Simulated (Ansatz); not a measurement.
`C=C1N[SiH]1I`, relaxed with RKS PBE0-D4/def2-TZVP in Ansatz from a PBE-D4/def2-SVP geometry. The force threshold is 0.005 eV/Å; the program also tests the step.

Total charge 0; spin multiplicity 1. I: def2 effective core potential.

Start:

```xyz
9

C     0.424   -1.176   -1.262
C     0.205   -0.207   -0.359
N     0.806    0.300    0.809
Si   -0.693    1.125    0.537
I    -2.664    0.630    1.910
H     1.295   -1.848   -1.185
H    -0.268   -1.318   -2.103
H     1.550   -0.099    1.389
H    -0.655    2.594    0.263
```

Q: By how much does the energy fall, and how many steps does the optimiser take? (Estimate.)

A: Ansatz gave: 1.59 kcal/mol, in 13 steps, 1 of them rejected.

Q: Which bonds change most? (Estimate.)

A: Computed: N3–Si4 from 1.733 to 1.698 Å; C2–Si4 from 1.839 to 1.805 Å; Si4–I5 from 2.453 to 2.419 Å; Si4–H9 from 1.495 to 1.475 Å.

Q: Give the relaxed structure. (Estimate.)

A: Computed: 
```xyz
9

C     0.419   -1.157   -1.244
C     0.195   -0.185   -0.374
N     0.814    0.322    0.783
Si   -0.667    1.115    0.535
I    -2.604    0.610    1.893
H     1.282   -1.810   -1.160
H    -0.263   -1.318   -2.067
H     1.480   -0.139    1.383
H    -0.655    2.563    0.249
```
